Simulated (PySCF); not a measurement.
# Shapes and spin states of RhSBr

Method: B3LYP/[Rh def2-SVP with ECP28, S def2-SVP, Br def2-SVP], scalar-relativistic core potentials, density fitting, no spin–orbit coupling, PySCF.

Relaxations began from a few typed shapes and spin states; open shells are unrestricted. The search is not exhaustive: other isomers or separated fragments can lie lower, and high-lying points may rest on an excited occupation.

Task: Order these stationary points by electronic energy, lowest first, in kJ/mol from the lowest minimum.
A. singlet (closed shell, unstable to spin polarisation) Cs: Rh–Br 2.329 Å, Rh–S 2.042 Å; Br–Rh–S 123.8°
B. triplet C∞v: Rh–Br 2.390 Å, Rh–S 2.084 Å; Br–Rh–S 180.0°
C. broken-symmetry Ms = 0 (⟨S²⟩ 0.39) Cs: Rh–Br 2.337 Å, Rh–S 2.054 Å; Br–Rh–S 123.4°
D. singlet (closed shell, unstable to spin polarisation) C∞v: Rh–Br 2.344 Å, Rh–S 2.043 Å; Br–Rh–S 180.0°
E. quintet C∞v: Rh–Br 2.435 Å, Rh–S 2.174 Å; Br–Rh–S 180.0°
F. triplet Cs: Rh–Br 2.354 Å, Rh–S 2.059 Å; Br–Rh–S 111.9°

Result: F (0.0), E (9.6), B (26.9), C (35.0), A (38.6), D (55.6).

Task: Which of them are minima?

Result: By energy in kJ/mol, 0.0: minimum; 9.6: not settled, its softest mode being under 30 cm⁻¹; 26.9: saddle point, 1 imaginary mode; 35.0: minimum; 38.6: minimum of the closed-shell surface only; 55.6: saddle point, 2 imaginary modes.

Formally Rh is in oxidation state +3, d6, with 2 unpaired electrons (the high-spin count would be 4). The Mulliken spin on Rh is 1.03. The polar-tensor charge on Rh, 0.65, is far below the formal one.

For the lowest minimum: with open d or f shells other occupations or spin states may lie lower.

The electron or spin density has lower symmetry than the nuclear frame for the triplet C∞v at 26.9 kJ/mol, broken-symmetry Ms = 0 (⟨S²⟩ 0.39) Cs at 35.0 kJ/mol.
